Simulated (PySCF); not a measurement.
Excitations are Tamm–Dancoff values on a coarser integration grid. The basis has no diffuse functions, so Rydberg states are missing or too high.

Cartesian coordinates (Å):
```xyz
23

C     -0.7253     2.4999    -0.8328
C      0.2627     1.6195    -0.0668
Ge     0.1474    -0.2952    -0.5227
I      0.8525    -0.5055    -2.9950
C      1.4072    -1.3851     0.5303
C      2.8659    -0.9381     0.4257
C     -1.7030    -0.9645    -0.4086
C     -2.2912    -0.8267     0.9995
H     -0.6197     3.5619    -0.5565
H     -0.5669     2.4209    -1.9201
H     -1.7694     2.2104    -0.6303
H      0.0962     1.6896     1.0232
H      1.3012     1.9391    -0.2475
H      1.0537    -1.3405     1.5760
H      1.2876    -2.4300     0.2010
H      3.2183    -0.9745    -0.6172
H      3.0010     0.0957     0.7830
H      3.5294    -1.5825     1.0256
H     -2.3019    -0.4075    -1.1463
H     -1.6969    -2.0153    -0.7393
H     -3.3271    -1.2020     1.0425
H     -2.3126     0.2244     1.3319
H     -1.7093    -1.3941     1.7444
```
Charge 0, spin multiplicity 1.

Give the S1–T1 gap (TDA), T1 excitation (TDA) and LUMO at the level PBE-D3(BJ)/def2-TZVP // B3LYP-D3(BJ)/def2-SVP (PySCF).


The S1–T1 gap (TDA) is 0.43 eV and the T1 excitation (TDA) is 4.62 eV. The LUMO is -1.10 eV.
